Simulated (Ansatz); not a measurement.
Job for Ansatz (a quantum-chemistry and plane-wave program): R-B3LYP/def2-TZVPP on C2H7BO (SMILES CBOC).

Ansatz 0.2 input:
```yaml
crystal:
  periodic: [false, false, false]
  atoms:
    - {symbol: C, position_ang: [1.40655598, 0.19677189, 0.31294887]}
    - {symbol: B, position_ang: [0.54495082, -0.60651610, -0.72402954]}
    - {symbol: O, position_ang: [-0.80591298, -0.60274527, -0.78933928]}
    - {symbol: C, position_ang: [-1.63206124, 0.15239826, 0.09299302]}
    - {symbol: H, position_ang: [1.95293785, -0.51156574, 0.94667380]}
    - {symbol: H, position_ang: [2.17960693, 0.76910697, -0.20934943]}
    - {symbol: H, position_ang: [0.85916951, 0.87690819, 0.96672599]}
    - {symbol: H, position_ang: [1.07267593, -1.30418478, -1.54183341]}
    - {symbol: H, position_ang: [-1.46560698, -0.13634446, 1.13241477]}
    - {symbol: H, position_ang: [-2.66674176, -0.05640870, -0.17283329]}
    - {symbol: H, position_ang: [-1.44557406, 1.22257974, -0.01437152]}
basis:
  gaussian:
    orbitals: def2-TZVPP
hamiltonian:
  xc: {name: B3LYP}
scf: {lower_state_search: off}
```

It printed:

```
WARN ansatz: RAYON_NUM_THREADS=2 ignored (pool sized by the plan → 2); use --threads N
Functional definition: B3LYP
these checks for a lower state are left out or cut short: stability, starts, cluster_reference, orbital_swaps, neighbouring_geometries, increment
integrals: 0.11 GiB planned
1093 factors; their error is unknown
mean field: 1.12 GiB planned
mean field evaluation 1: about -4905.0504 eV, gradient 6.9e1 eV
mean field evaluation 2: about -4897.7329 eV, gradient 8.9e1 eV
mean field evaluation 4: about -4914.9278 eV, gradient 5.1e0 eV
mean field evaluation 8: about -4914.9805 eV, gradient 5.4e-2 eV
mean field evaluation 16: about -4914.9686 eV, gradient 3.3e-5 eV
mean field -4914.96856010 eV, -180.6217630983 hartree, gradient 5.0e-6 eV, S^2 0.000000; 0 other end points of the search recorded, 0 dependent functions left out
reference -4914.96883327 eV, -180.6217731371 hartree; 16, 16 occupied and 206, 206 virtual orbitals, 1093 factors
Total energy: -4914.96883327 eV, -180.6217731371 hartree
Checks for a lower state left out: stability, starts, cluster_reference, orbital_swaps, neighbouring_geometries, increment
```

The calculation finished and met its thresholds.

Cost: around 5 core-seconds (rough).
